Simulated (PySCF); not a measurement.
Radial density of Zr²⁺ (zirconium, charge +2)

UHF, [Kr] 4d1 5p1, one real determinant (an excited configuration). All numbers are calculated (PySCF 2.14, a scalar-relativistic core potential, in aug-cc-pVTZ-PP with one added diffuse shell each of s, p, d, f, g type with ECP28MDF (7s7p6d4f3g, 113 functions)). This is the valence pseudo-density: the core potential removes the inner electrons and smooths the orbitals near the nucleus.

| r (bohr) | 4πr²ρ (e/bohr) | 4πr²(ρα − ρβ) |
| --- | --- | --- |
| 0.0387 | 1.524e-05 | 0.0000 |
| 0.0651 | 4.160e-05 | 0.0000 |
| 0.110 | 0.0001620 | 0.0000 |
| 0.184 | 0.001308 | 0.0001 |
| 0.310 | 0.02158 | 0.0018 |
| 0.521 | 0.6218 | 0.0321 |
| 0.877 | 6.239 | 0.3019 |
| 1.47 | 6.457 | 0.6115 |
| 2.48 | 0.9965 | 0.4994 |
| 4.17 | 0.3126 | 0.3107 |
| 7.02 | 0.01892 | 0.0189 |

⟨L²⟩ = 8.03 against 12 for a pure F term, so this real determinant mixes terms. Energies and moments cover only the electrons outside the core potential.
